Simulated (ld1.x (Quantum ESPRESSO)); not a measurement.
Transferability test, TM potential for C

* Element: carbon
* Generator: ld1.x (Quantum ESPRESSO) 7.5
* Type: norm-conserving Troullier–Martins (Kleinman–Bylander form)
* Functional: PBE
* Relativity: scalar-relativistic
* Frozen core: [He]
* Valence charge: 4
* Reference configuration: 2s2 2p0.5 (charge +1.5)
* Partial waves: 2p (bound): rc 2.30 bohr; 3d channel at -0.2 Ry: rc 2.55 bohr; 2s (bound): rc 0.75 bohr
* Local potential: the s channel
* Core correction: none

Energies are relative to the spin-unpolarised reference configuration 2s2 2p0.5; without spin polarisation the order of configurations can differ from experiment. The frozen-core shift is the all-electron ΔE with the core orbitals held at their reference shape minus the fully relaxed ΔE.

```tsv
valence configuration	charge	ΔE all-electron (eV)	error AE − PS (meV)	frozen-core shift (meV)
2s2 2p2	0	-21.093	+178	+0.9
2s2 2p0	+2	13.924	+74	+0.6
2s1 2p2	+1	-1.478	+163	+0.5
2s1 2p0	+3	62.119	+293	+9.4
2s0 2p4	0	-4.118	+564	+1.7
2s2 2p1.5	+0.5	-17.130	+116	+0.6
```

Q: What are ΔE and the potential's error for 2s2 2p1?

A: ΔE = -10.232 eV all-electron; the error (AE − PS) is +41 meV.
